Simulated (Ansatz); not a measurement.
Relaxation of AlClH$_{4}$OSi (8 atoms, charge 0, multiplicity 1), to a largest force component of 0.03 eV/Å in at most 50 steps.

Theory: Ansatz, RKS B3LYP-D4/6-31G*.

```xyz
8
Properties=species:S:1:pos:R:3
Al 0.053 -0.061 -1.422
O 0.972 0.260 1.381
Si 0.009 -0.415 2.584
H -0.836 -1.518 2.052
H 0.847 -0.964 3.686
H -0.833 0.691 3.087
H 1.553 -0.362 0.886
Cl -2.000 0.389 -0.858
```

Q: Where does it end, and by what steps?

A: It converged. After 11 steps the energy has fallen by 0.333 eV; O2 moved furthest, 0.64 Å. Joined: Al1–O2 (2.97 → 2.18 Å).

```
step  energy less start (eV)  largest force component (eV/Å)  accepted
   0                  0.0000                           0.756       yes
   1                 -0.0629                           1.413       yes
   2                 -0.1674                           1.498       yes
   3                 -0.2433                           1.269       yes
   4                 -0.2388                           0.650        no
   5                 -0.3071                           0.246       yes
   6                 -0.3227                           0.162       yes
   7                 -0.3218                           0.302        no
   8                 -0.3298                           0.088       yes
   9                 -0.3331                           0.053       yes
  10                 -0.3330                           0.058        no
  11                 -0.3334                           0.007       yes
```

```xyz
8
Properties=species:S:1:pos:R:3
Al 0.237 0.294 -1.087
O 0.800 -0.192 0.966
Si -0.139 -0.458 2.391
H -1.018 -1.628 2.203
H 0.881 -0.751 3.433
H -0.882 0.767 2.741
H 1.758 -0.283 1.090
Cl -1.873 0.271 -0.344
```

Time of the run: 55 s on 1 thread of Arm Neoverse V1 (shared host), peak memory 0.16 GiB.
